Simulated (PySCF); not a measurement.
Ga(H)2(NMe2) (C₂H₈GaN), SMILES C[N](C)[GaH2]. Coordinates come from a ωB97X-D3(BJ)/def2-SVP optimisation. The structure was generated by enumeration; whether it is a known compound was not checked.

These are PySCF with ωB97X-D3(BJ)/def2-SVP values and carry that method's errors.

Harmonic wavenumbers (cm⁻¹): 180, 231, 242, 293, 296, 332, 526, 590, 606, 747, 1038, 1096, 1122, 1174, 1272, 1320, 1444, 1463, 1469, 1471, 1492, 1511, 2018, 2023, 2999, 3004, 3058, 3065, 3148, 3149. Rotational constants (GHz): 8.765, 2.934, 2.261; symmetry number 2.

Problem. Work out the zero-point energy and the ideal-gas rigid-rotor harmonic-oscillator thermochemistry at 298.15 K and 1 atm.

Solution. ZPE = ½ Σ hcν = ½ × 42383 cm⁻¹ = 253.51 kJ/mol. H − E(el) = 272.92 kJ/mol. Entropy in J/(mol K): translation 168.01, rotation 103.51, vibration 51.32, total 322.84. G − E(el) = 176.66 kJ/mol. Cp = 101.62 J/(mol K).
